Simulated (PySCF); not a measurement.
## Working out the ionisation energy of Mg⁺

Mg⁺ [Ne] 3s1 (2S) → Mg²⁺ [Ne] (1S). Calculation: PySCF 2.14, in dyall-acv3z; no relativity, point nucleus. Frozen: 1s2; the 23 highest virtual orbitals dropped. Energies in hartree (1 hartree = 27.21139 eV):

```json
{"part": "UHF", "Mg⁺ (lower)": "-199.371709", "Mg²⁺ (upper)": "-198.830625"}
{"part": "MP2 opposite-spin", "Mg⁺ (lower)": "-0.207090", "Mg²⁺ (upper)": "-0.202034"}
{"part": "MP2 same-spin", "Mg⁺ (lower)": "-0.073877", "Mg²⁺ (upper)": "-0.069411"}
```

Q: What does Hartree-Fock give?

A: (-198.830625) − (-199.371709) = 0.541084 hartree = 14.724 eV.

Q: What do MP2 and SCS-MP2 (6/5 opposite-spin, 1/3 same-spin) give?

A: The opposite-spin parts differ by 0.138 eV and the same-spin parts by 0.122 eV. MP2: 14.724 + (0.138) + (0.122) = 14.984 eV. SCS-MP2: 14.724 + 1.2 × (0.138) + (0.122)/3 = 14.930 eV.

Measured between the centres of the two terms (NIST): 15.035 eV, so MP2 (valence and next inner shell) is off by -0.051 eV.

What remains against the reference includes basis incompleteness, the frozen core and correlation beyond second order.
